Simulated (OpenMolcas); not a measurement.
## V3+, Nb3+, Ta3+: d2 down the group

| Quantity | Value |
| --- | --- |
| Program | OpenMolcas 26.06 |
| Method | RASSCF |
| Basis | ANO-RCC-VQZP |
| Scalar Hamiltonian | DKH2, point nucleus |
| Spin-orbit coupling | RASSI with atomic mean-field integrals over the reference wave functions, term energies averaged over their components |

Active space for each ion: 8 electrons in 8 orbitals (RAS1 p, at most 2 holes; RAS2 d).

Computed levels in cm-1 above 3F2:

| Level | V3+ | Nb3+ | Ta3+ |
| --- | --- | --- | --- |
| 3F3 | 341 | 1125 | 4982 |
| 3F4 | 781 | 2458 | 9592 |
| 1D2 | 12816 | 10459 | 13562 |
| 3P0 | 15717 | 11697 | 12850 |
| 3P1 | 15835 | 12143 | 15552 |
| 3P2 | 16084 | 13215 | 20963 |
| 1G4 | 22385 | 17390 | 21878 |
| 1S0 | 46367 | 36179 | 41534 |
| weight of 3F in the lowest level (%) | 100 | 99 | 93 |

Mixed levels, with the weight of the term that names them: Ta3+ 1D2 (57 %), Ta3+ 3P2 (62 %).

Measured, with the error of the calculation in %. Measured levels: V3+ from Sugar and Corliss, J. Phys. Chem. Ref. Data 7, 1191 (1978).

```csv
Level,V3+
3F3,325 (+4.8)
3F4,735 (+6.3)
1D2,10959 (+16.9)
3P1,13239 (+19.6)
3P2,13458 (+19.5)
1G4,18391 (+21.7)
1S0,42462 (+9.2)
```

The fine-structure level 3F4 changes by a factor of 12.3 from V3+ to Ta3+.

Without spin-orbit coupling 1D lies 12386, 9289, 9035 cm-1 above 3F in that order; the difference to the level 1D2, of either sign, comes from spin-orbit coupling, which also lowers the zero.

Without dynamic correlation excited terms often stand tens of per cent too high (terms of higher spin than the ground term too low), and those without a measured partner can miss by more than the paired ones. Active for correlation alone: 3p; no level in the range computed is led by a configuration that opens it, so any true level of that kind is missing (holds for V3+). Active for correlation alone: 4p; no level in the range computed is led by a configuration that opens it, so any true level of that kind is missing (holds for Nb3+). Active for correlation alone: 5p; no level in the range computed is led by a configuration that opens it, so any true level of that kind is missing (holds for Ta3+). Measured partners are found by configuration, term and J. A level has none where our copy of the source lacks it or the pairing is in doubt (some pairs that miss far off the trend of their configuration count as doubtful), and it then counts in no deviation. Levels of configurations outside the active space are missing.
